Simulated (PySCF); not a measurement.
Numbering as in the mapped SMILES `[F:1][C:2]([F:3])([F:4])[SiH:5]([SiH3:6])[SiH3:7]`; H(Xn) means a hydrogen on atom n.

GIAO PBE0/pcSseg-1 shifts (PySCF 2.14.0 with density-fitted response routines, gas phase, non-relativistic, equivalent atoms averaged), each against references optimised in the same way as the molecule (CFCl3, TMS).

On the GFN2-xTB geometry: F1/F3/F4 -61.2, C2 143.8, Si5 -72.5, Si6/Si7 -112.8, H(Si5) 4.20, H(Si6)/H(Si7) 3.72 ppm.

What changes on the PBE0-D3(BJ)/def2-SVP geometry?

Answers


```json
{"atoms": "F1/F3/F4", "δ (ppm)": "-60.7", "change": "+0.5"}
{"atoms": "C2", "δ (ppm)": "137.1", "change": "-6.7"}
{"atoms": "Si5", "δ (ppm)": "-65.1", "change": "+7.4"}
{"atoms": "Si6/Si7", "δ (ppm)": "-106.2", "change": "+6.6"}
{"atoms": "H(Si5)", "δ (ppm)": "4.15", "change": "-0.05"}
{"atoms": "H(Si6)/H(Si7)", "δ (ppm)": "3.71", "change": "-0.01"}
```

Unscaled 19F shifts against computed CFCl3 carry errors that often reach 10 to 50 ppm.

Bonds between heavy atoms that differ most (equivalent bonds averaged): C2–Si5 1.956 → 1.944 Å, Si5–Si6 2.331 → 2.343 Å, F1–C2 1.352 → 1.342 Å. Mean change of bonds to hydrogen: Si–H +0.027 Å. The two structures also differ in conformation, which adds to the changes.
